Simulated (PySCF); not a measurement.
Species: C5H2F4O2.
Bonds: F1–C2, C2–C3 (double), C3–O4, O4–C5, C5–C6 (double), C6–C7, C7–F8, C7–F9, C7–F10, C6–O11, C2–O11. Hydrogens: H12 on C3; H13 on C5.

Level: wB97X-D/def2-SVPD in PySCF, non-relativistic, on one gas-phase PBE0-D3(BJ)/def2-SVP geometry that isn't relaxed in the solvent. The solvent is an IEF-PCM continuum (Bondi radii, 1.10 Å for H, scaled by 1.2), and excitations are vertical TDDFT with non-equilibrium linear response and a frozen core. Only the electrostatic response of the medium enters.

Gas-phase singlets (H = HOMO, L = LUMO):

| state | E (eV) | λ (nm) | f | leading configuration |
| --- | --- | --- | --- | --- |
| S1 | 4.151 | 299 | 0.003 | H→L 99% |
| S2 | 5.686 | 218 | 0.019 | H→L+1 80% |
| S3 | 6.593 | 188 | 0.013 | H→L+2 56% |
| S4 | 6.924 | 179 | 0.015 | H→L+4 64% |
| S5 | 7.142 | 174 | 0.001 | H→L+5 34% |

Task: How does the list change in acetone (ε = 20.49)?

Result: 
| state | E (eV) | λ (nm) | f | leading configuration | change by rank (eV) |
| --- | --- | --- | --- | --- | --- |
| S1 | 4.174 | 297 | 0.004 | H→L 99% | +0.023 |
| S2 | 5.676 | 218 | 0.024 | H→L+1 78% | -0.010 |
| S3 | 6.528 | 190 | 0.010 | H→L+2 62% | -0.065 |
| S4 | 6.938 | 179 | 0.020 | H→L+4 64% | +0.014 |
| S5 | 7.275 | 170 | 0.004 | H→L+5 33% | +0.133 |

Task: What are the lowest 5 singlets in methanol (ε = 32.61)?

Result: 
| state | E (eV) | λ (nm) | f | leading configuration | change by rank (eV) |
| --- | --- | --- | --- | --- | --- |
| S1 | 4.176 | 297 | 0.004 | H→L 99% | +0.025 |
| S2 | 5.677 | 218 | 0.023 | H→L+1 77% | -0.009 |
| S3 | 6.527 | 190 | 0.010 | H→L+2 61% | -0.066 |
| S4 | 6.939 | 179 | 0.020 | H→L+4 64% | +0.015 |
| S5 | 7.279 | 170 | 0.004 | H→L+5 33% | +0.137 |

Task: How do the frontier levels move from gas to methanol?

Result: 
```
orbital  gas (eV)  solvent (eV)  change (eV)                   Löwdin shares, gas               Löwdin shares, solvent
 LUMO+2      2.67          2.80        +0.13  C2 18 %, O4 18 %, F1 17 %, O11 14 %  O4 23 %, F1 18 %, O11 16 %, C2 12 %
 LUMO+1      1.92          2.09        +0.17   C5 18 %, C3 17 %, C2 14 %, O4 11 %   C2 17 %, C5 14 %, C3 14 %, C6 11 %
   LUMO      0.72          0.96        +0.24   C5 25 %, C6 21 %, C2 12 %, C3 11 %   C5 26 %, C6 21 %, C2 12 %, C3 11 %
   HOMO     -8.29         -8.08        +0.21  O4 22 %, O11 20 %, C3 17 %, C2 14 %  O4 22 %, O11 20 %, C3 17 %, C2 14 %
 HOMO-1    -10.91        -10.68        +0.23   C6 22 %, C5 20 %, C3 19 %, C2 14 %   C6 22 %, C5 20 %, C3 18 %, C2 14 %
 HOMO-2    -12.83        -12.66        +0.17   O4 29 %, O11 14 %, C6 10 %, C5 9 %   O4 31 %, O11 14 %, C5 10 %, C3 9 %
 HOMO-3    -14.12        -13.98        +0.14    O11 40 %, O4 20 %, F1 9 %, F9 8 %    O11 41 %, O4 24 %, F1 8 %, C6 5 %
```

The HOMO–LUMO gap goes from 9.01 to 9.04 eV.

The values belong to the conformer `[F:1][C:2]1=[CH:3][O:4][CH:5]=[C:6]([C:7]([F:8])([F:9])[F:10])[O:11]1`: C5–C6–C7–F8 119°.
